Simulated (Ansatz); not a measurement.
Mulliken charges of C2H6GeTe, SMILES `[CH2]1C[Te][GeH2]1` from ωB97M-V/def2-TZVPP in Ansatz (PBE0-D4/def2-TZVP geometry).

```tsv
atom	x (Å)	y (Å)	z (Å)	charge (e)
C1	-0.521	-0.180	0.617	-0.332
C2	-0.159	-1.230	-0.438	-0.342
Te3	0.494	-0.029	-2.150	-0.097
Ge4	0.582	1.341	0.013	0.162
H5	-1.564	0.124	0.512	0.146
H6	-0.366	-0.522	1.643	0.126
H7	0.693	-1.838	-0.136	0.169
H8	-0.982	-1.885	-0.721	0.140
H9	1.981	1.436	0.651	0.011
H10	-0.075	2.732	0.011	0.018
```

Q: By hand: the dipole of these point charges (1 e Å = 4.8032 D).

A: Σ q r = (-0.001, 0.143, 0.321) e Å, of length 0.351 e Å = 1.69 D.

Q: How does the dipole of the full density compare? (Best estimate.)

A: Ansatz gave: (-0.108, -0.049, 0.351) e Å, 1.78 D; the point charges give 0.95 times that, at 36° from its direction.

Point charges leave out the atoms' own dipoles, such as those of lone pairs, and Mulliken's split depends on the basis, so the two needn't agree.
